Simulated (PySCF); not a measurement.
A structure optimised at PBE0-D3(BJ)/def2-TZVP, used in a PySCF frequency run:

```
C
C 1 1.3187
H 1 1.0818 2 124.06
H 2 1.0826 1 122.46 3 180.00
H 2 1.0842 4 118.16 1 180.00
Br 1 1.8811 3 112.55 2 180.00
```

**Question.** Write its SMILES, formula and point group.

**Answer.** C=CBr, C2H3Br, Cs

**Question.** What are its rotational constants (standard atomic weights)?

**Answer.** 55.596, 4.1588, 3.8694 GHz
